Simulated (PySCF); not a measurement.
**Löwdin shares of the frontier orbitals**

Compound: Ge(SH)2Cl2.
Z-matrix (Å and degrees, PBE0-D3(BJ)/def2-SVP geometry), rows numbered from 1:
```
Ge
S   1  2.1963
H   2  1.3519  1   92.17
S   1  2.1972  2  107.54  3   152.03
H   4  1.3518  1   92.76  2   154.22
Cl  1  2.1509  2  108.84  3    29.28
Cl  1  2.1507  2  113.15  3   -86.85
```

Method: PySCF 2.14.0, density-fitted response routines, TDDFT wB97X-D/def2-SVPD, vertical, gas phase, core orbitals frozen in the response. Relativistic effects, spin–orbit coupling among them, are left out although an element past zinc is present.

Frontier orbitals with the atoms that hold most of them (Löwdin shares over 4%, at most four atoms; ? is withheld):

| orbital | ε (eV) | atoms |
| --- | --- | --- |
| LUMO+2 | 1.37 | Ge1 28%, S4 20%, S2 20%, Cl6 10% |
| LUMO+1 | 1.16 | S2 26%, S4 25%, Ge1 16%, H3 12% |
| LUMO | -0.41 | ? |
| HOMO | ? | ? |
| HOMO-1 | -10.18 | S4 40%, S2 35%, Cl6 7%, Cl7 7% |
| HOMO-2 | -11.09 | Cl6 26%, Cl7 26%, S2 19%, S4 19% |
| HOMO-3 | -11.33 | Cl6 47%, Cl7 46% |

(1) Which atoms hold the LUMO, and with what shares?

(2) Which atoms hold the HOMO, and with what shares?

(3) What is the HOMO energy, and the HOMO–LUMO gap?

## Answers

(1) S4 (bonded to Ge and H) 20%; Ge1 (bonded to 2 Cl and 2 S) 20%; S2 (bonded to Ge and H) 20%; Cl7 (bonded to Ge) 19%. By element: sulfur 40%, germanium 20%, chlorine 19% or more.

(2) S2 (bonded to Ge and H) 42%; S4 (bonded to Ge and H) 38%; Ge1 (bonded to 2 Cl and 2 S) 6%; Cl7 (bonded to Ge) 4%. By element: sulfur 80%, germanium 6%, chlorine 4% or more.

(3) ε(HOMO) = -10.12 eV; the gap is 9.71 eV (0.3568 hartree).

**Question.** How does S1 compare with the orbital gap of 9.71 eV?

**Answer.** S1 is at 5.12 eV (f = 0.0037), 4.59 eV below the gap, made of HOMO→LUMO (90%). Without the coupling terms of the response equations the lowest excitation would equal the gap.

**Question.** One configuration dominates each of S1 and S2. Which, and how do the shares of the two leading atoms of either orbital change from the occupied to the empty one?

**Answer.** 
- S1 (5.12 eV, f 0.0037), HOMO→LUMO (90%): S2 42% → 20%, S4 38% → 20%, Ge1 6% → 20%
- S2 (5.20 eV, f 0.013), HOMO-1→LUMO (89%): S4 40% → 20%, S2 35% → 20%, Ge1 at most 7% → 20%

Löwdin shares depend on the basis, the more so with diffuse functions.

One conformer stands for the species.
